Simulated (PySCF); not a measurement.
The vertical singlet excitations below were computed for one of the candidates. The calculation used TDDFT CAM-B3LYP/def2-SVPD, vertical, gas phase, core orbitals frozen in the response (PySCF). Geometries: PBE0-D3(BJ)/def2-SVP, one conformer each. Relativistic effects are left out although some hold elements past zinc.

```json
{"state": "S1", "E (eV)": "4.71", "f": "0.0002"}
{"state": "S2", "E (eV)": "5.32", "f": "0.0023"}
{"state": "S3", "E (eV)": "6.52", "f": "0.040"}
{"state": "S4", "E (eV)": "6.93", "f": "0.016"}
{"state": "S5", "E (eV)": "6.97", "f": "0.0013"}
{"state": "S6", "E (eV)": "7.17", "f": "0.035"}
{"state": "S7", "E (eV)": "7.32", "f": "0.025"}
{"state": "S8", "E (eV)": "7.62", "f": "0.057"}
{"state": "S9", "E (eV)": "7.76", "f": "0.188"}
{"state": "S10", "E (eV)": "7.81", "f": "0.057"}
```

Triplets computed (Tamm–Dancoff): 4.40, 4.94, 6.20, 6.73 eV.

Question: Which structure fits? All have the formula C5H11Ga.
A. `C[C@H]1C[CH2][GaH][CH2]1`
B. `[CH3][GaH][CH]1CCC1`
C. `[GaH2][CH]1CCCC1`
D. `[CH3][GaH][CH]=C(C)C`
E. `C1C[C@H]([GaH][CH2]1)C`

Answer: B. Its S1 lies at 4.71 eV; the nearest of the others has S1 at 4.43 eV. S1 is HOMO→LUMO (97%). Löwdin shares by element: HOMO carbon 49% or more, gallium 19% (atoms not listed hold the other 32%); LUMO gallium 54%, carbon 18% or more, hydrogen 10% or more (atoms not listed hold the other 18%). At the same level the other candidates give, for their lowest levels:
- `C[C@@H]1CC[CH2][GaH]1`: 4.16 eV (f 0.001); 5.20 eV (f 0.001); 6.15 eV (f 0.015); 6.74 eV (f 0.030); 6.98 eV (f 0.031); T1 3.86 eV; HOMO -7.92, LUMO -0.25 eV
- `[CH3][GaH][CH]=C(C)C`: 4.99 eV (f 0.001); 5.23 eV (f 0.001); 5.34 eV (f 0.294); 6.68 eV (f 0.014); 7.12 eV (f 0.127); T1 3.70 eV; HOMO -8.46, LUMO -0.35 eV
- `C[C@H]1C[CH2][GaH][CH2]1`: 4.42 eV (f 0.000); 5.34 eV (f 0.001); 6.37 eV (f 0.020); 6.97 eV (f 0.053); 7.17 eV (f 0.001); T1 4.12 eV; HOMO -8.17, LUMO -0.18 eV
- `[GaH2][CH]1CCCC1`: 4.43 eV (f 0.001); 5.31 eV (f 0.000); 6.75 eV (f 0.001); 7.21 eV (f 0.003); 7.33 eV (f 0.001); T1 4.11 eV; HOMO -8.45, LUMO -0.53 eV

Conformer computed: `[CH3:1][GaH:2][CH:3]1[CH2:4][CH2:5][CH2:6]1`: C1–Ga2–C3–C4 35°.
